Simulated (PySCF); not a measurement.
**Correlation energy of Te⁺ (tellurium, charge +1)**

Starting occupation: [Kr] 4d10 5s1 5p4, 5s1/2 with m_j = +1/2, 5p1/2 with m_j = +1/2, 5p3/2 with m_j = -1/2, +1/2, +3/2. All numbers are calculated (PySCF 2.14, X2C-1e with screened-nucleus spin-orbit coupling, Gaussian nucleus, in x2c-TZVPall-2c (8s9p5d2f, 74 functions)). Frozen: [Ar] 3d10; 23 electrons correlated; the 6 highest virtual spinors left out.

MP2 pair energies summed by pair of shells (mhartree):

```tsv
pair	energy	share (%)
4d-4d	-241.84	44.4
4d-5p	-84.11	15.4
4d-4p	-68.92	12.7
5p-5p	-53.63	9.8
4p-4p	-27.21	5.0
4d-4s	-18.54	3.4
4d-5s	-16.25	3.0
4p-4s	-10.74	2.0
5p-5s	-8.47	1.6
4p-5p	-7.57	1.4
4p-5s	-3.62	0.7
4s-4s	-2.20	0.4
4s-5p	-1.13	0.2
4s-5s	-0.36	0.1
```

Total MP2 correlation energy: -544.58 mhartree.

The GHF reference relaxed away from the jj start to a determinant that is no pure jj level (⟨S²⟩ = 3.75, ⟨J²⟩ = 8.77); the energies belong to that determinant.

This basis was not built for core-valence correlation, so the inner-shell part is incomplete.
